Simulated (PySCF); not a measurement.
Match the calculated data to a structure.

All candidates are C8H12O3.

| technique | computed result |
| --- | --- |
| Dipole | 2.39 D [PBE0/pcSseg-1] |
| 13C NMR | chemical shifts (computed TMS as zero) by class: 159.0 (1 C), 146.3 (1 C), 128.9 (1 C), 111.7 (1 C), 53.9 (1 C), 34.9 (1 C), 22.1 (2 C) ppm [GIAO PBE0/pcSseg-1] |
| 1H NMR | chemical shifts (computed TMS as zero) by class: 5.57 (1 H), 5.52 (1 H), 3.73 (3 H), 1.86 (1 H), 1.14 (6 H) ppm [GIAO PBE0/pcSseg-1] |
| NMR, other nuclei | isotropic shieldings of nuclei other than C and H, by class: 217 (1 O), 250 (1 O), 264 (1 O) ppm [GIAO PBE0/pcSseg-1] |
| Rotational structure | rotational constants A, B, C: 1.477, 0.912, 0.644 GHz [GFN2-xTB] |

Electronic properties: PySCF, gas phase, density fitting. Levels stand in brackets. The structure is a single GFN2-xTB conformer in the gas phase; no vibrational or solvent corrections. Each NMR value is the plain mean over a class of atoms that symmetry, rotation or inversion makes alike.

Question: Which candidate is it?
A. `COC1=CC(=O)[C@@H](OC)CC1`
B. `C=CC[C@@H]1OC[C@@H]1OC(C)=O`
C. `C[C@@]1(OC=O)C[C@@H]2CC[C@H]1O2`
D. `COC1=COC=C(C(C)C)O1`

Answer: D. It is `COC1=COC=C(C(C)C)O1`. Numbering: `[CH3:1][O:2][C:3]1=[CH:4][O:5][CH:6]=[C:7]([CH:8]([CH3:9])[CH3:10])[O:11]1`. Its formula, C8H12O3, gives 3 degrees of unsaturation: 1 ring and 2 π bonds in the structure found. 8 carbons fall into 7 classes; from least to most shielded: vinylic carbon bearing oxygen [C3] (159.0 ppm), vinylic carbon bearing oxygen [C7] (146.3 ppm), vinylic carbon bearing oxygen [C6] (128.9 ppm), vinylic carbon bearing oxygen [C4] (111.7 ppm), methoxy carbon [C1] (53.9 ppm), allylic carbon [C8] (34.9 ppm), methyl carbon [C9/C10] (22.1 ppm, 2 C). Hydrogen classes from least to most shielded: 1 H on a vinylic carbon bearing oxygen, C4 (5.57 ppm), 1 H on a vinylic carbon bearing oxygen, C6 (5.52 ppm), 3 H on a methoxy carbon, C1 (3.73 ppm), 1 H on an allylic carbon, C8 (1.86 ppm), 6 H on 2 methyl carbons, C9/C10 (1.14 ppm). The other shieldings belong to: 217 ppm, cyclic ether oxygen [O11]; 250 ppm, cyclic ether oxygen [O5]; 264 ppm, ether oxygen [O2]. By its constants the optimised geometry is an asymmetric top.

The others, at the same levels:
- `COC1=CC(=O)[C@@H](OC)CC1` fails: it has 8 carbon classes against 7; its computed 13C shifts are 203.4 (1 C), 184.6 (1 C), 105.8 (1 C), 84.4 (1 C), 62.0 (1 C), 56.6 (1 C), 34.0 (1 C), 33.4 (1 C) ppm, 1H shifts are 5.07 (1 H), 4.07 (3 H), 3.81 (3 H), 3.33 (1 H), 2.62 (1 H), 2.35 (1 H), 2.00 (1 H), 1.87 (1 H) ppm and rotational constant A is 2.498 GHz (against 1.477 GHz).
- `C[C@@]1(OC=O)C[C@@H]2CC[C@H]1O2` fails: it has 8 carbon classes against 7; its computed 13C shifts are 165.7 (1 C), 88.2 (1 C), 85.0 (1 C), 79.0 (1 C), 49.2 (1 C), 33.1 (1 C), 25.7 (1 C), 25.5 (1 C) ppm, 1H shifts are 8.01 (1 H), 4.91 (1 H), 4.38 (1 H), 1.78 (1 H), 1.77 (1 H), 1.76 (1 H), 1.70 (1 H), 1.63 (3 H), 1.51 (1 H), 1.33 (1 H) ppm and rotational constant A is 1.985 GHz (against 1.477 GHz).
- `C=CC[C@@H]1OC[C@@H]1OC(C)=O` fails: it has 8 carbon classes against 7; its computed 13C shifts are 175.7 (1 C), 143.7 (1 C), 122.9 (1 C), 88.5 (1 C), 76.7 (1 C), 68.9 (1 C), 42.5 (1 C), 23.5 (1 C) ppm, 1H shifts are 5.98 (1 H), 5.81 (1 H), 5.53 (1 H), 5.27 (1 H), 4.97 (1 H), 4.93 (1 H), 4.88 (1 H), 2.91 (1 H), 2.72 (1 H), 1.96 (3 H) ppm and smallest rotational constant is 0.691 GHz (against 0.644 GHz).

Each candidate is one conformer, not necessarily the lowest. Dipoles, sizes and rotational constants follow the conformer. The torsions of the flexible species, by atom-mapped SMILES:
- `[CH3:1][O:2][C:3]1=[CH:4][O:5][CH:6]=[C:7]([CH:8]([CH3:9])[CH3:10])[O:11]1`: C1–O2–C3–C4 -178°, C6–C7–C8–C9 -119°
- `[CH2:1]=[CH:2][CH2:3][C@@H:4]1[O:5][CH2:6][C@@H:7]1[O:8][C:9]([CH3:10])=[O:11]`: C1–C2–C3–C4 -135°, C2–C3–C4–O5 177°, C6–C7–O8–C9 162°, C7–O8–C9–C10 179°

The conformers of `COC1=CC(=O)[C@@H](OC)CC1` and `C[C@@]1(OC=O)C[C@@H]2CC[C@H]1O2` aren't listed.
